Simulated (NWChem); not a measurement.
Species: diarsenic (As₂); SMILES [As]#[As]

All runs: NWChem. All runs use the structure optimised with B3LYP/6-31G* (spherical d). Static field.

For level PBE/def2-SVP:

| Property | Value |
|---|---|
| isotropic polarisability (bohr³) | 46.4 |
| anisotropy (bohr³) | 49.4 |

Problem. Estimate the same quantities for level PBE/aug-cc-pVDZ.

Solution. 
| Item | Value |
|---|---|
| isotropic polarisability (bohr³) | 62.4 |
| anisotropy (bohr³) | 42.8 |
